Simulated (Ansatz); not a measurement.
Gas-phase electronic energies from Ansatz, PBE0-D4/def2-TZVP geometries. CCSD(T)/CBS is the MP2 limit (def2-TZVPP, def2-QZVPP) plus CCSD(T) − MP2 in def2-TZVPP, frozen cores. For Ge, Mg outer-core shells are correlated without core-valence functions, which leaves a few kJ/mol of doubt a bond. Scalar relativity is left out up to krypton. Each species was taken in one conformer, which may not be the lowest.

Reaction (redistribution): `[SiH3][GeH3]` + `[OH][Mg][O][SiH3]` → `[SiH3][O][GeH2][SiH3]` + `[OH][MgH]`

```csv
species,CCSD(T)/def2-TZVPP energy (Eh)
`[SiH3][GeH3]`,-2368.24719
`[OH][Mg][O][SiH3]`,-641.67569
`[SiH3][O][GeH2][SiH3]`,-2733.70325
`[OH][MgH]`,-276.17488
```

Q: Work out ΔE.

A: ΔE = (-2733.70325) + (-276.17488) − (-2368.24719) − (-641.67569) = 0.04475 Eh = +117.5 kJ/mol. CCSD(T)/CBS gives +125.1 kJ/mol.

Largest T1 diagnostic among the species: 0.012.

The D4 term adds −7.1 kJ/mol with B3LYP and −4.1 kJ/mol with PBE0; it sums over pairs of atoms, weighted by their polarisabilities, and B3LYP, whose exchange is more repulsive, gets the larger term. In def2-TZVPP, CCSD(T) changes the Hartree–Fock value by +5.1 kJ/mol (the triples alone add −1.4 kJ/mol) and MP2 by +10.6 kJ/mol.

B3LYP here is the variant with VWN-RPA as its local correlation; programs differ in this.
